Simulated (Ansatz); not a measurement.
Ideal-gas functions of `FC[S][AlH2]` at 600 K and 1 bar, from an Ansatz frequency run at PBE0-D4/def2-TZVP.

Molar mass 94.09 g/mol, point group C1 (symmetry number 1), electronic degeneracy 1, moments of inertia 83.016, 107.148, 178.058 u Å². Harmonic wavenumbers (cm⁻¹, unscaled): 58, 259, 362, 381, 485, 493, 604, 768, 791, 817, 940, 1166, 1329, 1481, 1935, 1948, 3105, 3183.

Use S(trans) = R[1.5 ln M + 2.5 ln T − 1.1517]; rotational temperatures θ = 24.2544 K / I; S(rot) = R[ln(√π/σ · √(T³/θAθBθC)) + 1.5]; for each mode x = 1.438777 ν̃/T, S = R[x/(eˣ − 1) − ln(1 − e⁻ˣ)] and H = RT x/(eˣ − 1); 1 cm⁻¹ = 0.0119627 kJ/mol; R = 8.31446 J/(mol·K).

**Question.** By hand: the entropy, in J/(mol·K).

**Answer.** Translation 180.1. Rotation: θ = 0.2922, 0.2264, 0.1362 K, giving 116.6. Vibration, mode by mode: 24.72, 12.41, 9.75, 9.35, 7.51, 7.39, 5.93, 4.32, 4.14, 3.94, 3.12, 2.04, 1.49, 1.11, 0.46, 0.45, 0.04, 0.03, in all 98.2. Electronic 0.0. Sum 394.9 J/(mol·K).

**Question.** By hand: H − E and G − E in kJ/mol, counted from the electronic energy.

**Answer.** Zero-point energy ½ × 20105 × 0.0119627 = 120.3; thermal vibration 30.8; translation, rotation and pV give 4 RT = 20.0. H − E = 171.1 kJ/mol, and G − E = 171.1 − 600 × 394.9/1000 = -65.8 kJ/mol.

Vibration gives 25 % of the entropy, 24.7 J/(mol·K) of it from the mode under 150 cm⁻¹: soft modes count most, and the harmonic formula is weakest for them. The sum counts one conformer and one mirror image; others add a mixing term.
